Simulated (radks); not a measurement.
The nitrogen anion N-, [He] 2s2 2p4, held by a Watson sphere: a shell of charge +1.41 at radius R that stands for the Madelung well of a crystal (potential energy -1.41/R inside, -1.41/r outside, in hartree with lengths in bohr). All-electron calculation, non-relativistic Kohn-Sham, r2SCAN, spin-polarised, spherical densities, point nucleus; open shells are filled with parallel spins first; meta-GGA in the generalised Kohn-Sham scheme. Program: a radial shooting solver on a logarithmic mesh with Libxc functionals.

R (bohr)  e(2s down) (eV)  e(2p up) (eV)  e(2p down) (eV)  <r> 2p (bohr)  sum of <r^2> (bohr^2)  X-ray form factor at sin(theta)/lambda = 0.2 1/angstrom
1.63              -23.293        -14.150          -10.737          1.543                  15.21                                                    5.020
1.69              -23.025        -13.917          -10.535          1.559                  15.46                                                    4.992
2.75              -19.089        -10.416           -7.345          1.818                  19.17                                                    4.712
3.51              -17.180         -8.655           -5.647          1.998                  21.19                                                    4.648
3.75              -16.697         -8.210           -5.206          2.058                  21.78                                                    4.638
